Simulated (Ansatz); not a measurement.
C2H4BN (`CBC#N`), relaxed with RKS PBE-D4/def2-SVP in the Gaussian-basis code of Ansatz from a rough embedded geometry. The force threshold is 0.03 eV/Å; the program also tests the step.

The species carries charge 0 and has multiplicity 1.

Start:

```xyz
8

C    -0.787    0.214    0.566
B     0.197   -0.591   -0.279
C     1.367    0.127   -0.908
N     2.374    0.704   -1.378
H    -1.307    1.037   -0.022
H    -1.635   -0.455    0.985
H    -0.293    0.684    1.475
H     0.083   -1.720   -0.440
```

By how much does the energy fall, and how many steps does the optimiser take? (Estimate.)

Ansatz gave: 0.46 eV, in 4 steps.

Which bonds change most? (An estimate is asked.)

The calculation gave: C3–N4 from 1.253 to 1.176 Å; B2–H8 from 1.147 to 1.216 Å; C1–H6 from 1.158 to 1.105 Å; B2–C3 from 1.510 to 1.544 Å.

Give the relaxed structure. (Best estimate.)

The calculation gave: 
```xyz
8

C    -0.833    0.197    0.597
B     0.201   -0.587   -0.268
C     1.406    0.145   -0.897
N     2.325    0.697   -1.378
H    -1.257    1.037    0.000
H    -1.659   -0.415    1.003
H    -0.306    0.706    1.436
H     0.123   -1.780   -0.492
```
